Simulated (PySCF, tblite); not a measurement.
C7H14F2Si.
Cartesian coordinates in Å at the GFN2-xTB level; atoms count from 1:
```
atom  x, y, z in Å
C1    -2.1827    0.1719   -1.2894
C2    -1.3257    0.6941   -0.1399
C3    -2.0771    0.5734    1.1767
F4    -2.2028   -0.7484    1.5449
Si5    0.3458   -0.2415   -0.0429
C6     0.1670   -2.1252   -0.2075
C7     1.5814    0.3508    1.2965
C8     2.6503    0.5415    0.2154
F9     3.3448    1.7257    0.3556
C10    1.7949    0.5035   -1.0542
H11   -2.4542   -0.8646   -1.1089
H12   -1.6405    0.2284   -2.2294
H13   -3.0979    0.7546   -1.3835
H14   -1.1453    1.7611   -0.2947
H15   -1.5426    1.0687    1.9928
H16   -3.0968    0.9683    1.1051
H17   -0.5560   -2.5070    0.5061
H18   -0.1713   -2.4011   -1.2019
H19    1.1141   -2.6246   -0.0281
H20    1.3368    1.3124    1.7426
H21    1.8778   -0.3209    2.0960
H22    3.4045   -0.2503    0.2323
H23    2.2391   -0.0669   -1.8635
H24    1.6247    1.5159   -1.4127
```

Computed with PBE0/pcSseg-1 in PySCF (dipole) on a GFN2-xTB geometry, gas phase.

Take the most abundant isotopes and a rigid rotor. The values belong to one conformer with, in the numbering `[CH3:1][C@@H:2]([CH2:3][F:4])[Si@:5]1([CH3:6])[CH2:7][C@H:8]([F:9])[CH2:10]1`, C1–C2–C3–F4 70°, C1–C2–Si5–C6 -45°, C2–Si5–C7–C8 -125°, Si5–C7–C8–F9 136°, C7–C8–C10–Si5 -15°, C2–Si5–C10–C8 125°.

Give the principal moments of inertia and the rotational constants in cm⁻¹.

Ia = 275.09, Ib = 806.45, Ic = 820.78 u·Å²; 505379 MHz·u·Å²/I gives 1837, 626.7 and 615.7 MHz, that is A = 0.06128, B = 0.02090, C = 0.02054 cm⁻¹.

What kind of rotor is it?

A near-prolate asymmetric top: κ = (2 × 626.7 − 1837 − 615.7)/(1837 − 615.7) = -0.98.

What does the inertial defect say?

Not planar: Δ = Ic − Ia − Ib = -260.77 u·Å². For a rigid frame Δ = −2 Σ m c², so Σ m c² = 130.38 u·Å² lies off the ab plane: 31.22 from hydrogen and 99.16 from heavier atoms. The atom farthest from that plane is 2.21 Å away.

Give the other two planar moments, Paa and Pbb, and the rms extents of the mass along the axes.

Paa = Σ m a² = (Ib + Ic − Ia)/2 = 676.07 and Pbb = Σ m b² = (Ia + Ic − Ib)/2 = 144.71 u·Å². With the mass M = 164.08 u, the rms extents √(P/M) along a, b and c are 2.03, 0.94, 0.89 Å.

Where do the levels up to J = 4 lie, in MHz?

Above 0(0,0):
J = 1: 1(0,1) 1242, 1(1,1) 2453, 1(1,0) 2464
J = 2: 2(0,2) 3727, 2(1,2) 4927, 2(1,1) 4960, 2(2,1) 8591, 2(2,0) 8591
J = 3: 3(0,3) 7454, 3(1,3) 8638, 3(1,2) 8703, 3(2,2) 12318, 3(2,1) 12319, 3(3,1) 18398, 3(3,0) 18398
J = 4: 4(0,4) 12423, 4(1,4) 13585, 4(1,3) 13694, 4(2,3) 17288, 4(2,2) 17289, 4(3,2) 23368, 4(3,1) 23368, 4(4,1) 31879, 4(4,0) 31879
Those of J = 1 are B + C, A + C and A + B.

Which lines would a microwave search look for?

The dipole components are |μa| = 1.59 D, |μb| = 0.67 D, |μc| = 0.69 D. The squared components, which scale the intensities, stand as 1.00 : 0.17 : 0.19 (a : b : c). Some lines, for components of 0.1 D or more:

| type | branch | J(Ka,Kc) | MHz | lower level (cm⁻¹) |
| --- | --- | --- | --- | --- |
| c | Q | 2(1,2) ← 2(0,2) | 1200 | 0.124 |
| c | Q | 1(1,1) ← 1(0,1) | 1210 | 0.041 |
| b | Q | 2(1,1) ← 2(0,2) | 1232 | 0.124 |
| b | R | 2(0,2) ← 1(1,1) | 1274 | 0.082 |
| b | R | 1(1,1) ← 0(0,0) | 2453 | 0.000 |
| a | R | 2(1,2) ← 1(1,1) | 2474 | 0.082 |
| a | R | 2(0,2) ← 1(0,1) | 2485 | 0.041 |
| b | R | 2(1,2) ← 1(0,1) | 3684 | 0.041 |
| b | R | 2(2,1) ← 1(1,0) | 6127 | 0.082 |
| c | R | 2(2,0) ← 1(1,0) | 6127 | 0.082 |
| b | R | 2(2,0) ← 1(1,1) | 6138 | 0.082 |

Its GFN2-xTB frequencies are all real (lowest 29 cm⁻¹). No vibrational averaging or centrifugal distortion is included, and the geometry carries the error of its method. A rigid rotor knows nothing of internal rotation, which can split or shift real lines.

Time: 1.9 min of wall time; peak memory 1.2 GiB. Hardware: an Intel Xeon at 2.70 GHz with one thread (shared host). This is the PBE0/pcSseg-1 job that gave the dipole, with the shieldings it also computed.
